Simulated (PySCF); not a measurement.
CH₄ClF₂NSi, SMILES CN[Si](Cl)(F)F.

Geometry optimised at ωB97X-D3(BJ)/def2-SVP. This is a generated structure with no PubChem entry under its InChIKey; it may be hypothetical. The values are those of a single conformer.

Two levels are set side by side: PBE/def2-TZVP (PySCF) and PBE0/def2-TZVP (PySCF). Same geometry, gas phase. Differences are taken from unrounded values.

```json
[
 {"quantity": "orbital gap (eV)", "PBE0": "8.30", "PBE": "5.91", "PBE minus PBE0": "-2.39"},
 {"quantity": "highest occupied level (eV)", "PBE0": "-7.79", "PBE": "-6.32", "PBE minus PBE0": "1.46"},
 {"quantity": "lowest empty level (eV)", "PBE0": "0.52", "PBE": "-0.41", "PBE minus PBE0": "-0.93"},
 {"quantity": "dipole moment (D)", "PBE0": "2.98", "PBE": "2.89", "PBE minus PBE0": "-0.09"},
 {"quantity": "mean polarisability (bohr³)", "PBE0": "51.7", "PBE": "54.1", "PBE minus PBE0": "2.4"}
]
```

Without exact exchange PBE keeps part of each electron's self-repulsion, which lifts occupied levels and narrows the gap. Loosely held outer electrons make PBE densities more polarisable. Differences between two approximate levels are no errors against the true value.

Rough cost on one machine, each run with all the roots and properties that it gave: PBE0 against PBE within a factor of 2.
